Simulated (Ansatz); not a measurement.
methanol (CH₄O), singlet, geometry from GFN2-xTB. Base run: PBE0/cc-pVDZ (Ansatz, a first-principles code).

Here is a job for Ansatz.
Ansatz 0.2 input:
```yaml
crystal:
  periodic: [false, false, false]
  atoms:
    - {symbol: C, position_ang: [-0.05774864, 0.65750333, 0.00623833]}
    - {symbol: O, position_ang: [-0.03498085, -0.74857812, -0.00758921]}
    - {symbol: H, position_ang: [-1.10610419, 0.95010140, 0.00407242]}
    - {symbol: H, position_ang: [0.88017380, -1.04794998, -0.00613415]}
    - {symbol: H, position_ang: [0.42182552, 1.06188832, 0.90433371]}
    - {symbol: H, position_ang: [0.43044352, 1.07956523, -0.87898825]}
basis:
  gaussian:
    orbitals: cc-pVDZ
hamiltonian:
  xc: pbe0
```

Each row names what was changed in the base input (with any setting that the change needs).

| change | ΔE vs base (mEh) |
|---|---|
| base | 0.000 |
| symmetry_tolerance_ang = 0.01 | 0.000 |
| occupation = up:A':6 A'':3 down:A':6 A'':3 | 981.1 |
| occupation = up:A':7 A'':2 down:A':7 A'':2 | 0.000 |
| occupation = up:A':8 A'':1 down:A':8 A'':1 | 674.3 |
